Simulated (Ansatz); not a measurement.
Input file for Ansatz (an electronic-structure program): SC-NEVPT2 on CASSCF(2,2)/cc-pV(D+d)Z on AlClFH (SMILES [F][AlH][Cl]), a point of a bond scan (R = 4.200 Å). Files ending in .json are basis or fitting sets from the Basis Set Exchange.

Ansatz 0.2 input:
```yaml
crystal:
  periodic: [false, false, false]
  atoms:
    - {symbol: Al, position_ang: [-0.56121200, 0.17720720, -0.47070291]}
    - {symbol: H, position_ang: [-3.78655238, -1.30010720, -2.71841333]}
    - {symbol: F, position_ang: [-0.21592676, 1.78615354, -0.49600494]}
    - {symbol: Cl, position_ang: [0.64675761, -1.05936054, 0.69919827]}
basis:
  gaussian:
    orbitals: cc-pV_D+d_Z.json
    pivot_positions_ang: [[-0.56121200, 0.17720720, -0.47070291], [-3.78655238, -1.30010720, -2.71841333], [-0.21592676, 1.78615354, -0.49600494], [0.64675761, -1.05936054, 0.69919827]]
magnetization: {spin_polarized: false}
correlation: {method: sc_nevpt2, electrons: outside_noble_gas, active_space: {window: {electrons: 2, orbitals: 2}}}
output: {orbitals: {seedname: ./end}}
```

Program output:

```
WARN ansatz: RAYON_NUM_THREADS=1 ignored (pool sized by the plan → 1); use --threads N
Functional definition: HF
integrals: 0.01 GiB planned
703 factors; integrals over basis functions are off by at most 2.7e-4 eV
mean field: 0.14 GiB planned
mean field evaluation 1: about -21803.2358 eV, gradient 3.0e1 eV
mean field evaluation 2: about -21803.2529 eV, gradient 3.0e1 eV
mean field evaluation 4: about -21805.9746 eV, gradient 3.4e0 eV
mean field evaluation 8: about -21806.0574 eV, gradient 4.7e-4 eV
mean field evaluation 16: about -21804.4917 eV, gradient 1.2e0 eV
mean field -21806.05737795 eV, -801.3578279630 hartree, gradient 9.4e-7 eV, S^2 0.000000; 2 other end points of the search recorded, 0 dependent functions left out; unrestricted orbitals would lower it
reference -21806.05737795 eV, -801.3578279630 hartree; 20, 20 occupied and 45, 45 virtual orbitals, 703 factors
configuration interaction: 0.14 GiB planned
configuration interaction: 0.00 GiB planned
state -21809.60190836 eV, -801.4880870532 hartree
state -21809.60190836 eV, -801.4880870532 hartree; corrected -21819.54307743 eV, -801.8534182780 hartree
Total energy: -21819.54307743 eV, -801.8534182780 hartree
```

The calculation finished and met its thresholds.

Cost: very roughly 1.9 core-seconds.
